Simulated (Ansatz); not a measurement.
`[CH3][Ti]([OH])([OH])[Cl]` + HCl → `[OH][Ti]([OH])([Cl])[Cl]` + CH₄  (ligand exchange at a Ti–C bond)

Program: Ansatz. Geometries: PBE0-D4/def2-TZVP. ΔE: electronic, gas phase. CCSD(T)/CBS adds triple-zeta CCSD(T) − MP2 to the extrapolated MP2 energy (def2 sets, frozen cores). This one scheme is used for every species. Functionals use def2-TZVPP. For Ti outer-core shells are correlated without core-valence functions, which leaves a few kJ/mol of doubt a bond. Scalar relativity is left out up to krypton. One conformer a species, not always the lowest.

```
                    species  BHLYP-D4 energy (Eh)
`[CH3][Ti]([OH])([OH])[Cl]`           -1501.37916
                        HCl            -460.81729
 `[OH][Ti]([OH])([Cl])[Cl]`           -1921.76295
                        CH₄             -40.50336
```

(1) Work out ΔE.

(2) What do rigid-rotor, harmonic-oscillator terms from PBE0-D4/def2-TZVP frequencies (298.15 K, 1 bar) make of the CCSD(T)/CBS value? (Estimate.)

Largest T1 diagnostic among the species: 0.024, so the coupled-cluster value is less sure than usual.

Results:

(1) ΔE = (-1921.76295) + (-40.50336) − (-1501.37916) − (-460.81729) = -0.06986 Eh = -1.90 eV. CCSD(T)/CBS gives -1.81 eV.

(2) Ansatz gave: ΔZPE = +0.12 eV, ΔH = -1.71 eV, ΔS = -9 J/(mol·K), ΔG = -1.68 eV.

From BLYP to BHLYP (50 % exact exchange), in def2-TZVPP and without D4, ΔE moves by +0.07 eV. Leaving LDA and LC-ωPBE aside and taking each functional with its dispersion term where it has one, the values, not all of them listed here, spread over 0.17 eV, from B97M-V to ωB97M-V. At CCSD(T), def2-SVP lies −0.15 eV from the extrapolated value and def2-TZVPP −0.04 eV.
